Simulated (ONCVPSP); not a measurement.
## Configuration tests for V (Z = 23) (ONCV)

ONCVPSP 4.0.1 input, shortened (lines: element, Z, core and valence counts, functional; n l f; lmax; l rc ep ncon nbas qcut; lloc lpopt rc5 dvloc0; l nproj debl; icmod fcfact rcfact), LDA (Perdew-Wang 92), non-relativistic:

```
  V 23.00    3    3  -001012      upf
    1    0    2.00
    2    0    2.00
    2    1    6.00
    3    0    2.00
    3    1    6.00
    3    2    3.00
    2
    0    1.10    0.00    3    7    7.00
    1    1.60    0.00    4    9    8.00
    2    1.50    0.00    4    9   12.10
    4    4    1.10    6.00
    0    2    1.90
    1    3    1.60
    2    1    2.30
    3    5.00    1.55
```

In the s channel the program set the typed energies aside and used -3.135, 0.250 Ha. In the p channel the program set the typed energies aside and used -2.219, 0.250, 1.850 Ha.

Energies are relative to the spin-unpolarised reference configuration 3s2 3p6 3d3; without spin polarisation the order of configurations can differ from experiment.

```
valence configuration  charge  ΔE all-electron (eV)  error AE − PS (meV)
      3s2 3p6 3d3 4s1      +1               -14.410                 +0.3
      3s2 3p6 3d2 4s2      +1               -10.816                  +29
```

(1) What are ΔE and the potential's error for 3s2 3p6 3d2?

(2) What are ΔE and the potential's error for 3s2 3p6 3d3 4s2?

Answers

(1) ΔE = 29.332 eV all-electron; the error (AE − PS) is +20 meV.

(2) ΔE = -22.265 eV all-electron; the error (AE − PS) is +1.2 meV.
